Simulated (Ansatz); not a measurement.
Relaxation of BrH5OSi (8 atoms, charge 0, multiplicity 1), to a largest force component of 0.03 eV/Å in at most 50 steps.

All numbers below come from RKS PBE-D4/def2-SVP in Ansatz 0.2.0.

```xyz
8
Properties=species:S:1:pos:R:3:forces:R:3
Si 0.167 0.289 0.288 -0.10 -0.38 0.27
H -0.240 -0.668 -2.233 0.47 2.19 -1.34
H 1.390 0.237 -0.562 0.01 0.00 0.00
H -1.023 0.889 -0.400 0.00 0.01 0.00
O 0.611 1.144 1.651 -0.03 -0.01 0.03
H -0.377 -1.285 -1.917 -0.50 -2.23 1.04
Br -0.453 -1.850 0.839 0.13 0.40 0.02
H -0.076 1.242 2.334 0.02 0.01 -0.01
```

Where does it end, and by what steps?

The forces met the threshold. The force dipped under the threshold on the way, but the program's further checks kept it going. After 7 steps the energy has fallen by 0.163 eV; H2 moved furthest, 0.63 Å.

```csv
step,energy less start (eV),largest force component (eV/Å),accepted
0,0.0000,2.230,yes
1,-0.1317,0.119,yes
2,-0.1559,0.083,yes
3,-0.1450,0.644,no
4,-0.1577,0.026,yes
5,-0.1613,0.046,yes
6,-0.1624,0.051,yes
7,-0.1626,0.028,yes
```

```xyz
8
Properties=species:S:1:pos:R:3
Si 0.188 0.323 0.459
H -0.318 -0.881 -2.820
H 1.406 0.260 -0.401
H -0.998 0.909 -0.252
O 0.631 1.207 1.805
H -0.437 -1.382 -2.247
Br -0.406 -1.784 0.989
H -0.067 1.350 2.469
```

The run took 12 s on 2 threads of Arm Neoverse V2, on a shared host, peak memory 0.13 GiB.
